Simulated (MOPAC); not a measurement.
A run for MOPAC: AM1 on SeN, 2S+1 = 2, a spin state set in the input, which need not be the lowest, a point of a bond scan (R = 1.646 Å).

```
AM1 1SCF PRECISE CHARGE=0 UHF MS=0.5 THREADS=1
NSe

N      0.00000000 1     0.00000000 1     0.00000000 1
Se     0.00000000 1     0.00000000 1     1.64644800 1
```

It printed:

```
*******************************************************************************
 **                                                                           **
 **                              MOPAC v23.2.5                                **
 **                                                                           **
 *******************************************************************************
 ** MOPAC's Digital Object Identifier: https://doi.org/10.5281/zenodo.6511958 **
 **                                                                           **
 ** Please cite the open-source release paper for use of this MOPAC version:  **
 ** J. E. Moussa and J. J. P. Stewart (2026)                                  **
 ** MOPAC: An open-source semiempirical molecular orbital program             **
 ** J. Open Source Softw., 11(119), 8025, https://doi.org/10.21105/joss.08025 **
 *******************************************************************************

                              AM1 CALCULATION RESULTS

 *******************************************************************************
 *  AM1        - The AM1 Hamiltonian to be used
 *  UHF        - UNRESTRICTED HARTREE-FOCK CALCULATION
 *
 *
 *
 *                 CHARGE ON SYSTEM = 0
 *
 *
 *
 *  MS=        - IN MECI, MAGNETIC COMPONENT OF SPIN =  0.5
 *  PRECISE    - TIGHTER CRITERIA TO BE USED
 *  1SCF       - DO 1 SCF AND THEN STOP
 *  THREADS=1  - MULTI-THREADING NOT USED
 *  T=         - A TIME OF 172800.0 SECONDS REQUESTED
 *  DUMP=N     - RESTART FILE WRITTEN EVERY 7200.0 SECONDS REQUESTED
 *******************************************************************************
AM1 1SCF PRECISE CHARGE=0 UHF MS=0.5 THREADS=1
 NSe

   ATOM   CHEMICAL          X               Y               Z
  NUMBER   SYMBOL      (ANGSTROMS)     (ANGSTROMS)     (ANGSTROMS)

     1       N          0.00000000  *   0.00000000  *   0.00000000  *
     2      Se          0.00000000  *   0.00000000  *   1.64644800  *



          CARTESIAN COORDINATES

    NO.       ATOM           X           Y           Z

     1         N          0.0000      0.0000      0.0000
     2        Se          0.0000      0.0000      1.6464

  N: (AM1): M.J.S. DEWAR ET AL, J. AM. CHEM. SOC. 107 3902-3909 (1985)
 Se: (AM1): J. J. P. STEWART, J. MOL. MOD., 10, 155-164 (2004)

           Empirical Formula: N Se  =     2 atoms



      MOLECULAR POINT GROUP   :   C*v


          UHF CALCULATION, NO. OF ALPHA ELECTRONS =    6
                           NO. OF BETA  ELECTRONS =    5

 -------------------------------------------------------------------------------
 AM1 1SCF PRECISE CHARGE=0 UHF MS=0.5 THREADS=1
 NSe



     1SCF WAS SPECIFIED, SO BFGS WAS NOT USED
     SCF FIELD WAS ACHIEVED


                              AM1 CALCULATION
                                                       MOPAC v23.2.5 Linux




          FINAL HEAT OF FORMATION =         89.91713 KCAL/MOL =     376.21326 KJ/MOL


          COSMO AREA              =         73.62 SQUARE ANGSTROMS
          COSMO VOLUME            =         57.30 CUBIC ANGSTROMS

          IONIZATION POTENTIAL    =          7.518870 EV
          ALPHA SOMO LUMO (EV)    =         -7.519 -2.036
          BETA  SOMO LUMO (EV)    =         -9.619  0.092
          NO. OF ALPHA ELECTRONS  =          6
          NO. OF BETA  ELECTRONS  =          5
          MOLECULAR WEIGHT        =         92.9667         POINT GROUP:  C*v

          MOLECULAR DIMENSIONS (Angstroms)

            Atom       Atom       Distance
           Se     2    N     1     1.64645
           Se     2    N     1     0.00000
            N     1   Se     2     0.00000


          SCF CALCULATIONS        =          1





   ATOM   CHEMICAL          X               Y               Z
  NUMBER   SYMBOL      (ANGSTROMS)     (ANGSTROMS)     (ANGSTROMS)

     1       N          0.00000000  *   0.00000000  *   0.00000000  *
     2      Se          0.00000000  *   0.00000000  *   1.64644800  *

                             CARTESIAN COORDINATES

   1    N        0.000000000     0.000000000     0.000000000
   2   Se        0.000000000     0.000000000     1.646448000


           Empirical Formula: N Se  =     2 atoms



      MOLECULAR POINT GROUP   :   C*v


          ALPHA EIGENVALUES
 -30.45442 -17.92748 -12.93237 -11.98033 -11.53203  -7.51887  -2.03571   0.94904


           BETA EIGENVALUES
 -27.82784 -17.88961 -11.03778 -10.25567  -9.61900   0.09195   0.40229   1.71566


              NET ATOMIC CHARGES AND DIPOLE CONTRIBUTIONS

  ATOM NO.   TYPE          CHARGE      No. of ELECS.   s-Pop       p-Pop
    1          N          -0.312672        5.3127     1.92902     3.38365
    2         Se           0.312672        5.6873     1.95604     3.73129
 DIPOLE           X         Y         Z       TOTAL
 POINT-CHG.     0.000     0.000     2.473     2.473
 HYBRID         0.000     0.000    -0.310     0.310
 SUM            0.000     0.000     2.163     2.163


          ATOMIC ORBITAL ELECTRON POPULATIONS

     Atom    s        px        py        pz
    1  N   1.92902   1.28200   0.93461   1.16704
    2 Se   1.95604   1.71800   1.06539   0.94790


                    (SZ)    =    0.500000
                    (S**2)  =    0.989453


          ATOMIC ORBITAL SPIN POPULATIONS

    Atom   Total    s     px     py     pz
         Atomic
    1  N  1.2645  0.011  0.718  0.483  0.052
    2 Se -0.2645  0.002  0.282 -0.483 -0.065

 **********************
 *                    *
 * JOB ENDED NORMALLY *
 *                    *
 **********************




 == MOPAC DONE ==
```

The run finished. Its determinant has ⟨S²⟩ = 0.99, a mixture of spin states.

Cost: roughly 0.020 core-seconds.
